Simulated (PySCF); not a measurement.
Ligands exchanged one at a time, In C2H5-I. Isolated molecules, 0 K electronic values unless said otherwise. One relaxed conformer stands for each flexible species; it need not be the lowest. Strings in code marks are SMILES.

The LUMO from two functionals at the same geometries (CAM-B3LYP-D3(BJ)/def2-SVP), both in PySCF: PBE-D3(BJ)/def2-TZVP and CAM-B3LYP-D3(BJ)/def2-TZVP. 

```
species                                                                     PBE-D3(BJ)/def2-TZVP (eV)
--------------------------------------------------------------------------  -------------------------
0 of 3 C2H5 replaced by I (`[CH2]([In]([CH2]C)[CH2]C)C`)                                        -1.62
1 of 3 C2H5 replaced by I                                                                       -2.05
2 of 3 C2H5 replaced by I (`[CH2](C)[In]([I])[I]` (C–C–In–I torsion 179°))                      -2.75
3 of 3 C2H5 replaced by I (`[I][In]([I])[I]`)                                                   -3.84
```

Q: What does CAM-B3LYP-D3(BJ)/def2-TZVP give for each?

A: 
- 0 of 3 C2H5 replaced by I (`[CH2]([In]([CH2]C)[CH2]C)C`): -0.14
- 1 of 3 C2H5 replaced by I: -0.56
- 2 of 3 C2H5 replaced by I (`[CH2](C)[In]([I])[I]` (C–C–In–I torsion 179°)): -1.09
- 3 of 3 C2H5 replaced by I (`[I][In]([I])[I]`): -2.26
Over these rows, drawn at random from the members with no instability flagged (it was tested for open shells, ions and some series alone), PBE minus CAM-B3LYP-D3(BJ): mean -1.55 eV, from -1.65 eV to -1.48 eV.
